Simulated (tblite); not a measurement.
A tight-binding relaxation on `[S]CCc1cn[se]c1` [radical].

Computed with GFN2-xTB geometry optimisation, gas phase (tblite 0.8.0). Start geometry: from a force field or distance geometry. The command runs a driver script over a list of jobs; the input below is this job's line of settings and its coordinates in Å.

Command:
```bash
OMP_NUM_THREADS=1 python probes_run.py task.json out
```

Input:
```
{"job": {"kind": "relax", "xc": "GFN2-xTB", "basis": "xTB"}, "charge": 0, "multiplicity": 2}
S     -1.415300    -0.381600     2.023000
C     -1.817700    -0.310500     0.262300
C     -0.815400     0.622800    -0.369100
C      0.606500     0.163900    -0.199300
C      1.215600    -0.657400    -1.063200
N      2.468000    -1.009500    -0.823800
Se     3.137100    -0.223100     0.820500
C      1.339800     0.559900     0.899500
H     -2.843400     0.070700     0.198900
H     -1.757700    -1.332300    -0.187600
H     -0.902500     1.594800     0.158000
H     -0.972000     0.746300    -1.466400
H      0.699000    -1.030900    -1.975600
H      1.057500     1.186300     1.700700
```

What does the run print?

```
step      E/eV     max force
  0    -626.48452    4.123
  1    -626.85515    2.281
  2    -626.99218    1.331
  3    -627.07180    0.588
  4    -627.08731    0.382
  5    -627.10795    0.318
  6    -627.12002    0.382
  7    -627.13458    0.367
  8    -627.14326    0.211
  9    -627.14762    0.126
... (24 lines left out)
 34    -627.15813    0.036
 35    -627.15829    0.033
 36    -627.15843    0.027
 37    -627.15855    0.035
 38    -627.15866    0.041
 39    -627.15880    0.039
 40    -627.15895    0.034
 41    -627.15906    0.024
 42    -627.15912    0.014
 43    -627.15915    0.010
```

«max force» is the largest atomic force in eV/Å.

From which step on does the largest force stay under 0.1 eV/Å, and how much energy is left to gain from there?

From step 11 (0.099 eV/Å), 8.3 meV above the end.

Summary of the converged run: energy lowered by 15.6 kcal/mol over 43 steps; largest atomic force 0.010 eV/Å at the end.

Give the final coordinates.

0.113 Å rms from the input after alignment:
```
atom  x, y, z in Å
S1    -1.6020   -0.3897    2.0794
C2    -1.7876   -0.3128    0.2933
C3    -0.8200    0.6881   -0.3502
C4     0.5934    0.2336   -0.1831
C5     1.2457   -0.6548   -1.0760
N6     2.4588   -1.0385   -0.8047
Se7    3.0226   -0.3123    0.7181
C8     1.3990    0.5431    0.8779
H9    -2.8211   -0.0271    0.0909
H10   -1.6132   -1.3177   -0.0948
H11   -0.9587    1.6667    0.1127
H12   -1.0624    0.7656   -1.4128
H13    0.7867   -1.0272   -1.9794
H14    1.1581    1.1828    1.7066
```

On one thread, Arm Neoverse V1 (aarch64), shared host with 64 logical CPUs at a one-minute load of 147, this took 0.33 s.
Labels such as C1 count atoms from 1, the log's own numbers from 0.
